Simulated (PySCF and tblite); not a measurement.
Values are calculated unless marked as measured or tabulated.
C6H11NSi, numbered as in [N:1]#[C:2][CH:3]1[CH2:4][CH2:5][SiH2:6][CH2:7][CH2:8]1.

Free energies: B3LYP-D3(BJ)/def2-SVP (IEF-PCM, water) on GFN2-xTB structures plus GFN2-xTB thermal terms, symmetry and mirror images included. Conformers within 2.5 kcal/mol (GFN2-xTB free energy) were kept, 3 at most. Of two unlike H on one atom, a is the less shielded (WP04/pcSseg-1 (IEF-PCM, water)). Programs: PySCF with density fitting and tblite.

An NOE distance is ⟨r⁻⁶⟩^(−1/6) over all pairs of like atoms and, for the average, over conformers.

The 6-ring runs over atoms 3–4–5–6–7–8.

```csv
conformer,shape,weight %
1,6-ring chair (C2 axial),64.6
2,6-ring chair (all substituents equatorial),35.4
```

**Question.** Which H–H contacts under 3.5 Å would NOEs report (pairs on one atom left out) at 298.15 K?

**Answer.** 
```csv
pair,in 1 (Å),in 2 (Å),average (Å)
H3 ··· H4b/H8b,2.49,2.54,2.51
H3 ··· H4a/H8a,2.40,3.06,2.53
H4b/H8b ··· H5b/H7b,2.76,2.74,2.75
H4a/H8a ··· H5a/H7a,2.74,2.75,2.75
H4a/H8a ··· H5b/H7b,2.76,3.35,2.89
H3 ··· H5b/H7b,4.28,2.53,2.97
H5a/H7a ··· H6a,2.98,2.98,2.98
H5b/H7b ··· H6b,2.99,2.96,2.98
H4b/H8b ··· H5a/H7a,3.34,2.77,3.05
H4b/H8b ··· H6b,3.06,4.91,3.27
H5b/H7b ··· H6a,3.19,3.67,3.31
H5a/H7a ··· H6b,3.66,3.19,3.44
```

Longer pairs under the limit may be missing.

**Question.** In a model where alignment follows shape alone (order matrix 0.002 × (3G/tr G − 1)/2, G the second moments of the atom positions; splitting J + 2D), what are the one-bond C–H dipolar couplings D?

**Answer.** H3 3.8 Hz (-1.7 in conformer 1), H4b/H8b 3.6 Hz (7.8 in conformer 1), H4a/H8a 2.6 Hz (-3.9 in conformer 1), H5a/H7a 4.6 Hz (7.5 in conformer 1), H5b/H7b 3.2 Hz (-2.8 in conformer 1).
